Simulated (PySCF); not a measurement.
An unknown is described by computed data only.

Formula: C4H4F3N.

* 1H NMR: chemical shifts (computed TMS as zero) by class: 7.81 (1 H), 7.39 (1 H), 6.37 (1 H), 6.00 (1 H) ppm [GIAO PBE0/pcSseg-1]
* Polarisability: 63.9 au [PBE0/def2-SVPD]
* NMR, other nuclei: isotropic shieldings of nuclei other than C and H, by class: -134 (1 N), 250 (3 F) ppm [GIAO PBE0/pcSseg-1]
* Rotational structure: rotational constants A, B, C: 4.539, 1.234, 1.173 GHz [GFN2-xTB]
* 13C NMR: chemical shifts (computed TMS as zero) by class: 150.0 (1 C), 146.8 (1 C), 136.6 (1 C), 125.4 (1 C) ppm [GIAO PBE0/pcSseg-1]
* Triplet: lowest triplet excitation (Tamm–Dancoff): 2.97 eV [TDA PBE0/def2-SVPD]

The electronic properties come from PySCF, for the isolated species, density fitting. Levels stand in brackets. One conformer (not necessarily the lowest) at the GFN2-xTB geometry, without solvent, vibrations or thermal averaging. NMR values are class means; diastereotopic atoms form classes of their own.

Question: Propose a structure and show how it fits.

Answer: Numbering: `[CH2:1]=[CH:2]/[N:3]=[CH:4]\[C:5]([F:6])([F:7])[F:8]`. Its formula, C4H4F3N, gives 2 degrees of unsaturation: 0 rings and 2 π bonds in the structure found. 4 carbons fall into 4 classes; from least to most shielded: imine carbon [C4] (150.0 ppm), vinylic carbon bearing nitrogen [C2] (146.8 ppm), terminal =CH2 carbon [C1] (136.6 ppm), CF3 carbon [C5] (125.4 ppm). Hydrogen classes from least to most shielded: 1 H on a vinylic carbon bearing nitrogen, C2 (7.81 ppm), 1 H on an imine carbon, C4 (7.39 ppm), 1 H on a terminal =CH2 carbon, C1 (6.37 ppm), 1 H on a terminal =CH2 carbon, C1 (6.00 ppm). The other shieldings belong to: -134 ppm, imine nitrogen [N3]; 250 ppm, fluorine of a CF3 group [F6/F7/F8]. The optimised geometry has point group C1 and is an asymmetric top. Structure: `C=C/N=C\C(F)(F)F`. Computed isomers that give other values at the same levels: `[H]/N=C\C(=C)C(F)(F)F` (13C chemical shifts (computed TMS as zero) by class: 164.8 (1 C), 143.3 (1 C), 135.6 (1 C), 131.7 (1 C) ppm); `C[C@H](C#N)C(F)(F)F` (rotational constant A: 2.997 GHz; this holds for the one conformer computed); `[H]/N=C\C=C(/F)C(F)F` (rotational constant A: 3.524 GHz; this holds for the one conformer computed). The assignments are read from this structure; whether some other isomer fits the data as well wasn't checked.

Conformer computed: `[CH2:1]=[CH:2]/[N:3]=[CH:4]\[C:5]([F:6])([F:7])[F:8]`: C1–C2–N3–C4 165°, N3–C4–C5–F6 -56°.
